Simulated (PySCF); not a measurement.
## Broadened absorption spectrum of C5H8Cl2Si

Species: C5H8Cl2Si.
SMILES: `C[SiH2][C@@H]1C(Cl)=C[C@H]1Cl`

Theory: PySCF 2.14.0, density-fitted response routines, TDDFT wB97X-D/def2-SVPD, vertical, gas phase, core orbitals frozen in the response. Geometry: GFN2-xTB, one conformer, isolated molecule. Torsions of this conformer, `[CH3:1][SiH2:2][C@@H:3]1[C:4]([Cl:5])=[CH:6][C@H:7]1[Cl:8]`: C1–Si2–C3–C4 -75°.

Computed states:

```tsv
state	E (eV)	f
S1	6.12	0.143
S2	6.97	0.012
S3	6.99	0.072
S4	7.04	0.018
S5	7.20	0.029
S6	7.30	0.0012
S7	7.50	0.0066
S8	7.75	0.051
```

Broadening: Gaussians 0.25 eV wide at half height, area fixed by f = 4.319×10⁻⁹ ∫ε dν̃. The width is an assumption, not a result. The curve ends short of the highest state used, and states not computed would add to its high-energy end.

**Question.** What does the envelope look like, and where are its maxima?

**Answer.** 
(λ (nm), ε (L mol⁻¹ cm⁻¹)): (173.3, 6824), (174.8, 9381), (176.2, 11156), (177.7, 10906), (179.2, 8254), (180.7, 4783), (182.1, 2266), (183.6, 795), (185.1, 219), (186.5, 53), (188.0, 10), (189.5, 6), (190.9, 28), (192.4, 134), (193.9, 511), (195.3, 1438), (196.8, 3500), (198.3, 6861), (199.8, 10933), (201.2, 14123), (202.7, 15465), (204.2, 14119), (205.6, 11085), (207.1, 7280), (208.6, 4077), (210.0, 2067), (211.5, 867), (213.0, 316), (214.5, 101), (215.9, 31)

Maxima: 203 nm (6.12 eV), ε about 15000, made up of S1 (100%); 177 nm (7.01 eV), ε about 11000, made up of S2 (10%), S3 (67%) and S4 (16%) (ε in L mol⁻¹ cm⁻¹; maxima over ε = 5, shares over 10%).

**Question.** On this curve, what absorbance would a 10⁻⁴ mol/L sample give at 193 nm over a 1 cm path?

**Answer.** 193 nm is 6.424 eV, where ε is about 240 L mol⁻¹ cm⁻¹, so A = ε c l ≈ 0.024 (Beer–Lambert, with the gas-phase spectrum and the assumed width).

**Question.** What would ε be at 6.12 eV, the highest of these maxima, with half the width (0.125 eV)?

**Answer.** About 30900 L mol⁻¹ cm⁻¹ against 15500, a factor of about 2.00; a lone state at its own centre would give exactly 2.

**Question.** Coming from long wavelengths, where does ε first pass 100 L mol⁻¹ cm⁻¹?

**Answer.** At about 214 nm (5.78 eV), 0.34 eV below S1.
